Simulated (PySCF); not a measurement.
PySCF job for 2-chlorosilylethanol (C2H7ClOSi), SMILES OCC[SiH2]Cl, TDDFT-PBE/def2-SVPD. Coordinates come from a B3LYP-D3(BJ)/def2-SVP optimisation. Other conformers were not sampled.

```python
import numpy as np
from pyscf import gto, scf, dft, tdscf

mol = gto.M(
    atom='''
    O    -2.38813802    0.45200698    1.05267217
    C    -2.23581075   -0.28485456   -0.15162883
    C    -0.88752663   -0.00501262   -0.81662108
    Si    0.49175997    0.02371655    0.47495225
    Cl    2.31716044   -0.14883163   -0.53490218
    H    -2.43221159    1.39197925    0.83003727
    H    -2.29343626   -1.34501331    0.14212259
    H    -3.07571729   -0.09885406   -0.84893458
    H    -0.65396202   -0.76515802   -1.58104323
    H    -0.89321274    0.96821138   -1.34009257
    H     0.37355036   -1.13188352    1.40120066
    H     0.54375099    1.30197128    1.22883739
    ''',
    basis='def2-SVPD',
    charge=0,
    spin=0,
    max_memory=1600,
    verbose=4,
)
mf = dft.RKS(mol, xc='pbe').density_fit(auxbasis='def2-universal-jkfit')
mf.grids.level = 3
mf.conv_tol = 1e-9
mf.max_cycle = 100
mf.kernel()
mf.grids = dft.Grids(mol).set(level=1).build(with_non0tab=True)  # coarser grid for the response kernel
td = tdscf.TDDFT(mf)
td.singlet = True
td.nstates = 10
td.conv_tol = 1e-4
td.positive_eig_threshold = 1e-6
td.kernel(x0=td.get_init_guess(mf, 15))
td.analyze()
tt = tdscf.TDA(mf)
tt.singlet = False
tt.nstates = 4
tt.conv_tol = 1e-4
tt.positive_eig_threshold = 1e-6
tt.kernel(x0=tt.get_init_guess(mf, 9))
tt.analyze(verbose=3)
```

Program output:

```
PySCF version 2.14.0

[INPUT] verbose = 4
[INPUT] num. atoms = 12
[INPUT] num. electrons = 58
[INPUT] charge = 0
[INPUT] spin (= nelec alpha-beta = 2S) = 0
[INPUT] symmetry False subgroup None
[INPUT] Mole.unit = angstrom
[INPUT] Symbol           X                Y                Z      unit          X                Y                Z       unit  Magmom
[INPUT]  1 O     -2.388138020000   0.452006980000   1.052672170000 AA   -4.512926805461   0.854169398592   1.989262100252 Bohr   0.0
[INPUT]  2 C     -2.235810750000  -0.284854560000  -0.151628830000 AA   -4.225069983858  -0.538297103733  -0.286536961288 Bohr   0.0
[INPUT]  3 C     -0.887526630000  -0.005012620000  -0.816621080000 AA   -1.677182258958  -0.009472478967  -1.543190188747 Bohr   0.0
[INPUT]  4 Si     0.491759970000   0.023716550000   0.474952250000 AA    0.929291662324   0.044817784120   0.897529674746 Bohr   0.0
[INPUT]  5 Cl     2.317160440000  -0.148831630000  -0.534902180000 AA    4.378798618277  -0.281251019373  -1.010818623633 Bohr   0.0
[INPUT]  6 H     -2.432211590000   1.391979250000   0.830037270000 AA   -4.596213782093   2.630459553577   1.568543113482 Bohr   0.0
[INPUT]  7 H     -2.293436260000  -1.345013310000   0.142122590000 AA   -4.333966415547  -2.541706789795   0.268572771214 Bohr   0.0
[INPUT]  8 H     -3.075717290000  -0.098854060000  -0.848934580000 AA   -5.812263314689  -0.186807099701  -1.604253853873 Bohr   0.0
[INPUT]  9 H     -0.653962020000  -0.765158020000  -1.581043230000 AA   -1.235809113667  -1.445939099814  -2.987738695798 Bohr   0.0
[INPUT] 10 H     -0.893212740000   0.968211380000  -1.340092570000 AA   -1.687927449572   1.829654338887  -2.532407938865 Bohr   0.0
[INPUT] 11 H      0.373550360000  -1.131883520000   1.401200660000 AA    0.705907874133  -2.138949857709   2.647885492960 Bohr   0.0
[INPUT] 12 H      0.543750990000   1.301971280000   1.228837390000 AA    1.027540451061   2.460369141249   2.322166118725 Bohr   0.0

nuclear repulsion = 284.693281531633
number of shells = 74
number of NR pGTOs = 250
number of NR cGTOs = 170
basis = def2-SVPD
ecp = {}


******** <class 'pyscf.df.df_jk.DFRKS'> ********
method = DFRKS
initial guess = minao
damping factor = 0
level_shift factor = 0
DIIS = <class 'pyscf.scf.diis.CDIIS'>
diis_start_cycle = 1
diis_space = 8
diis_damp = 0
SCF conv_tol = 1e-09
SCF conv_tol_grad = None
SCF max_cycles = 100
direct_scf = False
XC library pyscf.dft.libxc version 7.1.2
    S. Lehtola, C. Steigemann, M. J. T. Oliveira, and M. A. L. Marques,  SoftwareX 7, 1–5 (2018)
XC functionals = pbe
    J. P. Perdew, K. Burke, and M. Ernzerhof,  Phys. Rev. Lett. 77, 3865 (1996)
    J. P. Perdew, K. Burke, and M. Ernzerhof,  Phys. Rev. Lett. 78, 1396 (1997)
    J. P. Perdew, K. Burke, and M. Ernzerhof,  Phys. Rev. Lett. 77, 3865 (1996)
    J. P. Perdew, K. Burke, and M. Ernzerhof,  Phys. Rev. Lett. 78, 1396 (1997)
radial grids:
    Treutler-Ahlrichs [JCP 102, 346 (1995); DOI:10.1063/1.469408] (M4) radial grids

becke partition: Becke, JCP 88, 2547 (1988); DOI:10.1063/1.454033
pruning grids: <function nwchem_prune>
grids dens level: 3
symmetrized grids: False
atomic radii adjust function: <function treutler_atomic_radii_adjust>
small_rho_cutoff = 0
Set gradient conv threshold to 3.16228e-05
Initial guess from minao.
tot grids = 149040
init E= -904.649812194263
  HOMO = -0.325741485037631  LUMO = -0.060428175434653  gap/eV = 7.21954
cycle= 1 E= -904.4109696526  delta_E= 0.239  |g|= 0.715  |ddm|= 4.25
  HOMO = -0.100705738685812  LUMO = -0.00962413246699967  gap/eV = 2.47846
cycle= 2 E= -904.053528098353  delta_E= 0.357  |g|= 1.48  |ddm|= 2.13
  HOMO = -0.248247158933533  LUMO = -0.0327520706569886  gap/eV = 5.86392
cycle= 3 E= -904.514524864559  delta_E= -0.461  |g|= 0.186  |ddm|= 1.47
  HOMO = -0.250514003270778  LUMO = -0.0318388224866504  gap/eV = 5.95045
cycle= 4 E= -904.521247170166  delta_E= -0.00672  |g|= 0.0737  |ddm|= 0.283
  HOMO = -0.248100587694885  LUMO = -0.0315753272940138  gap/eV = 5.89195
cycle= 5 E= -904.522560709103  delta_E= -0.00131  |g|= 0.0187  |ddm|= 0.115
  HOMO = -0.248787826862347  LUMO = -0.0315995052268132  gap/eV = 5.91000
cycle= 6 E= -904.52265212362  delta_E= -9.14e-05  |g|= 0.00563  |ddm|= 0.0332
  HOMO = -0.248645781916791  LUMO = -0.0314934470538932  gap/eV = 5.90902
cycle= 7 E= -904.522660732068  delta_E= -8.61e-06  |g|= 0.0015  |ddm|= 0.0102
  HOMO = -0.248756552014544  LUMO = -0.0315493733413232  gap/eV = 5.91051
cycle= 8 E= -904.522661396247  delta_E= -6.64e-07  |g|= 0.000355  |ddm|= 0.00247
  HOMO = -0.248771475792313  LUMO = -0.0315438281593576  gap/eV = 5.91107
cycle= 9 E= -904.522661432175  delta_E= -3.59e-08  |g|= 6.01e-05  |ddm|= 0.000682
  HOMO = -0.248775861020734  LUMO = -0.0315488189568542  gap/eV = 5.91105
cycle= 10 E= -904.522661433336  delta_E= -1.16e-09  |g|= 1.84e-05  |ddm|= 0.000158
  HOMO = -0.248776438434971  LUMO = -0.0315482187728722  gap/eV = 5.91108
cycle= 11 E= -904.522661433423  delta_E= -8.71e-11  |g|= 9.01e-06  |ddm|= 4.24e-05
  HOMO = -0.248774911078465  LUMO = -0.0315479372523315  gap/eV = 5.91105
Extra cycle  E= -904.5226614334  delta_E= 2.25e-11  |g|= 1.31e-05  |ddm|= 2.76e-05
converged SCF energy = -904.5226614334
tot grids = 45576
Overwritten attributes  positive_eig_threshold  of <class 'pyscf.tdscf.rks.CasidaTDDFT'>


******** <class 'pyscf.tdscf.rks.CasidaTDDFT'> for <class 'pyscf.df.df_jk.DFRKS'> ********
nstates = 10 singlet
deg_eia_thresh = 1.000e-03
wfnsym = None
conv_tol = 0.0001
eigh lindep = 1e-12
eigh level_shift = 0
eigh max_cycle = 100


Excitation energies (eV)
[5.99617719 6.44013425 6.55842464 6.66878961 7.04870318 7.07692105
 7.13228512 7.16902943 7.30763701 7.41453914]

** Singlet excitation energies and oscillator strengths **
Excited State   1:      5.99618 eV    206.77 nm  f=0.0089
      29 -> 30       -0.70576
Excited State   2:      6.44013 eV    192.52 nm  f=0.0006
      29 -> 31        0.70413
Excited State   3:      6.55842 eV    189.05 nm  f=0.0062
      28 -> 30       -0.70245
Excited State   4:      6.66879 eV    185.92 nm  f=0.0068
      27 -> 30       -0.70147
Excited State   5:      7.04870 eV    175.90 nm  f=0.0105
      28 -> 31        0.63776
      29 -> 32        0.28209
Excited State   6:      7.07692 eV    175.20 nm  f=0.0020
      27 -> 31       -0.16987
      28 -> 31        0.25832
      29 -> 32       -0.60646
      29 -> 33       -0.17181
Excited State   7:      7.13229 eV    173.84 nm  f=0.0065
      27 -> 31       -0.65983
      28 -> 31       -0.10597
      29 -> 33        0.18657
Excited State   8:      7.16903 eV    172.94 nm  f=0.0020
      27 -> 31        0.15278
      29 -> 32       -0.19736
      29 -> 33        0.65415
Excited State   9:      7.30764 eV    169.66 nm  f=0.0066
      26 -> 30        0.69668
Excited State  10:      7.41454 eV    167.22 nm  f=0.0206
      29 -> 34       -0.69908

** Transition electric dipole moments (AU) **
state          X           Y           Z        Dip. S.      Osc.
  1        -0.1658      0.0864      0.1600      0.0605      0.0089
  2         0.0597     -0.0106     -0.0155      0.0039      0.0006
  3         0.1630     -0.1052     -0.0354      0.0389      0.0062
  4         0.1271      0.1596     -0.0017      0.0416      0.0068
  5         0.0964     -0.0913      0.2080      0.0609      0.0105
  6         0.0672     -0.0828      0.0121      0.0115      0.0020
  7        -0.1271     -0.0817     -0.1194      0.0371      0.0065
  8         0.0884     -0.0115      0.0565      0.0112      0.0020
  9        -0.0227      0.0836     -0.1709      0.0367      0.0066
 10         0.2823      0.0329      0.1804      0.1133      0.0206

** Transition velocity dipole moments (imaginary part, AU) **
state          X           Y           Z        Dip. S.      Osc.
  1        -0.0360      0.0188      0.0346      0.0028      0.0086
  2         0.0169     -0.0038     -0.0044      0.0003      0.0009
  3         0.0398     -0.0261     -0.0106      0.0024      0.0066
  4         0.0315      0.0396     -0.0017      0.0026      0.0070
  5         0.0268     -0.0194      0.0504      0.0036      0.0094
  6         0.0175     -0.0164      0.0064      0.0006      0.0016
  7        -0.0339     -0.0162     -0.0308      0.0024      0.0060
  8         0.0220     -0.0053      0.0139      0.0007      0.0018
  9        -0.0051      0.0221     -0.0458      0.0026      0.0065
 10         0.0798      0.0069      0.0474      0.0087      0.0212

** Transition magnetic dipole moments (imaginary part, AU) **
state          X           Y           Z
  1         0.0781      0.7201     -0.5382
  2        -0.1033      0.8547     -0.0222
  3         0.0480      0.2677      0.3822
  4         0.1012      0.0689     -0.3078
  5         0.6792      0.3682      0.4711
  6         0.3255      0.1278      0.3462
  7         0.5022     -0.2703      0.5568
  8        -0.1280      0.0554     -0.1305
  9         0.4387     -0.0586     -0.0865
 10        -0.1020     -0.3313      0.2298
Overwritten attributes  positive_eig_threshold  of <class 'pyscf.tdscf.rks.TDA'>


******** <class 'pyscf.tdscf.rks.TDA'> for <class 'pyscf.df.df_jk.DFRKS'> ********
nstates = 4 triplet
deg_eia_thresh = 1.000e-03
wfnsym = None
conv_tol = 0.0001
eigh lindep = 1e-12
eigh level_shift = 0
eigh max_cycle = 100


Excitation energies (eV)
[5.77724053 6.32889528 6.37425356 6.4504421 ]

** Triplet excitation energies and oscillator strengths **
Excited State   1:      5.77724 eV    214.61 nm  f=0.0000
Excited State   2:      6.32890 eV    195.90 nm  f=0.0000
Excited State   3:      6.37425 eV    194.51 nm  f=0.0000
Excited State   4:      6.45044 eV    192.21 nm  f=0.0000
```

The calculation finished and met its thresholds.

Cost: around 60 core-seconds (rough).
